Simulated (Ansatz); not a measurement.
A calculation with Ansatz (development build ahead of 0.2.0).

```yaml
crystal:
  periodic: [false, false, false]
  atoms:
    - { symbol: H, position_ang: [0.99001, -2.0e-05, 1.0e-05] }
    - { symbol: H, position_ang: [0.49502, 0.85736, -1.0e-05] }
    - { symbol: H, position_ang: [-0.49498, 0.85737, 1.0e-05] }
    - { symbol: H, position_ang: [-0.99, 1.0e-05, -2.0e-05] }
    - { symbol: H, position_ang: [-0.49499, -0.85738, 0.0] }
    - { symbol: H, position_ang: [0.49501, -0.85735, 1.0e-05] }
basis:
  gaussian: { orbitals: cc-pVDZ }
magnetization:
  spin_polarized: true
  initial_magnetization: 2
hamiltonian:
  xc: hf
output:
  forces: true
```

The input is written out in the form of the current development build from the run's settings.

Results

```yaml
Converged: yes
Total_energy: -2.97319 hartree
Spin_squared_of_the_determinant: 2.073
Stability_test: minimum
```

Forces (eV/Å):
```json
{"atom": "H1", "Fx": "3.240", "Fy": "-6.550", "Fz": "0.000"}
{"atom": "H2", "Fx": "-4.051", "Fy": "6.081", "Fz": "0.000"}
{"atom": "H3", "Fx": "-0.297", "Fy": "0.513", "Fz": "0.000"}
{"atom": "H4", "Fx": "-3.240", "Fy": "6.550", "Fz": "0.000"}
{"atom": "H5", "Fx": "4.051", "Fy": "-6.081", "Fz": "0.000"}
{"atom": "H6", "Fx": "0.297", "Fy": "-0.513", "Fz": "0.000"}
```

Caution: the determinant breaks the point group.
